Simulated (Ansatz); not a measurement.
Compare A (`C[Si](C)(F)S`) with its isomer B (`CSC(F)[SiH3]`).

Computed with Ansatz on PBE0-D4/def2-TZVP structures; ΔE is electronic, products minus reactants. CBS: MP2 limit from def2 TZ/QZ plus the TZ coupled-cluster correction, frozen cores. DFT in def2-TZVPP. B3LYP here is the variant with VWN-RPA as its local correlation; programs differ in this. Each species was taken in one conformer, which may not be the lowest.

Problem. Which is lower in electronic energy at CCSD(T)/CBS, and by how much? (An estimate is asked.)

Solution. Ansatz gave: A, by 412.3 kJ/mol.

Problem. Give E(B) − E(A) in kJ/mol with B3LYP-D4, r2SCAN-D4, CCSD/def2-TZVPP, PBE-D4, CCSD(T)/def2-TZVPP, PBE0-D4, HF/def2-TZVPP. (Estimate.)

Solution. Computed: B3LYP-D4 398.2, r2SCAN-D4 409.0, CCSD/def2-TZVPP 412.3, PBE-D4 385.0, CCSD(T)/def2-TZVPP 408.5, PBE0-D4 400.4, HF/def2-TZVPP 412.8. None reverses the order clearly.

Largest T1 diagnostic: 0.012.

From PBE to PBE0 (25 % exact exchange), in def2-TZVPP and without D4, E(B) − E(A) moves by +15.4 kJ/mol.
